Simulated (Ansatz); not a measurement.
AlFH3NS2, 8 atoms. The species carries charge 0 and has multiplicity 1. The bonds changed during the relaxation, so this is another structure than the one it started from. All runs use 4 threads of an Intel Xeon on a shared host. Correlated methods freeze the cores.

Question: Give the basis size and wall time and peak host memory of each of these runs in Ansatz. RHF-CCSD(T)/def2-SVP energy; RKS ωB97M-V/def2-QZVPP energy; RKS PBE0-D4/def2-SVP energy; RKS r2SCAN-D4/def2-TZVPP energy and forces; RKS PBE0-D4/def2-TZVP relaxation (7 steps); RKS PBE0-D4/def2-TZVP frequencies; RHF-MP2/def2-QZVPP energy; RKS PBE-QIDH (frozen core)/def2-TZVPP energy; RHF-CCSD(T)/def2-TZVPP energy; RKS SPW92 (LDA)/def2-TZVPP energy; direct RPA on PBE orbitals/def2-TZVPP energy; RKS PBE0-D4/def2-QZVPP energy. (Best estimate.)

Answer: The calculation gave: Other jobs shared the machine, so times are rough.

```json
{"level": "RKS PBE0-D4/def2-SVP", "job": "energy", "functions": "97", "wall time": "0.85 s", "peak host memory (GiB)": "0.21"}
{"level": "RKS SPW92 (LDA)/def2-TZVPP", "job": "energy", "functions": "230", "wall time": "0.95 s", "peak host memory (GiB)": "0.32"}
{"level": "RHF-CCSD(T)/def2-SVP", "job": "energy", "functions": "97", "wall time": "2.1 s", "peak host memory (GiB)": "0.35"}
{"level": "RKS r2SCAN-D4/def2-TZVPP", "job": "energy and forces", "functions": "230", "wall time": "3.2 s", "peak host memory (GiB)": "0.35"}
{"level": "direct RPA on PBE orbitals/def2-TZVPP", "job": "energy", "functions": "230", "wall time": "3.4 s", "peak host memory (GiB)": "0.54"}
{"level": "RKS PBE-QIDH (frozen core)/def2-TZVPP", "job": "energy", "functions": "230", "wall time": "3.7 s", "peak host memory (GiB)": "0.57"}
{"level": "RKS PBE0-D4/def2-QZVPP", "job": "energy", "functions": "414", "wall time": "6 s", "peak host memory (GiB)": "1.6"}
{"level": "RKS ωB97M-V/def2-QZVPP", "job": "energy", "functions": "414", "wall time": "12 s", "peak host memory (GiB)": "1.8"}
{"level": "RHF-MP2/def2-QZVPP", "job": "energy", "functions": "414", "wall time": "12 s", "peak host memory (GiB)": "2"}
{"level": "RKS PBE0-D4/def2-TZVP", "job": "relaxation (7 steps)", "functions": "191", "wall time": "18 s", "peak host memory (GiB)": "0.58"}
{"level": "RHF-CCSD(T)/def2-TZVPP", "job": "energy", "functions": "230", "wall time": "46 s", "peak host memory (GiB)": "3.7"}
{"level": "RKS PBE0-D4/def2-TZVP", "job": "frequencies", "functions": "191", "wall time": "77 s", "peak host memory (GiB)": "0.55"}
```
